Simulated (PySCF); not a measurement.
**Cl²⁺: excitation energy**

Cl²⁺ [Ne] 3s2 3p3 (4S) → Cl²⁺ [Ne] 3s1 3p4 (4P), as a difference of total energies. Computed with PySCF 2.14 in x2c-TZVPPall with one added diffuse shell each of s, p, d type (6s6p4d1f, 51 functions), with the spin-free X2C one-electron Hamiltonian (Gaussian nucleus). Correlated levels: valence: [Ne] frozen. The calculations carry no spin-orbit coupling.

```tsv
method	excitation energy (eV)
UHF	13.031
MP2 (valence)	12.959
SCS-MP2 (valence)	12.946
CCSD (valence)	12.384
CCSD(T) (valence)	12.269
```

Q: How much does correlation contribute at CCSD(T) (valence)?

A: 12.269 − (13.031) = -0.762 eV, measured against UHF.

A first-order spin-orbit estimate (lowest level to lowest level, LS coupling) adds -0.048 eV.

The coupled-cluster amplitudes are large for the upper state (T1 above 0.03 or a double amplitude above 0.15), so a single reference is strained.
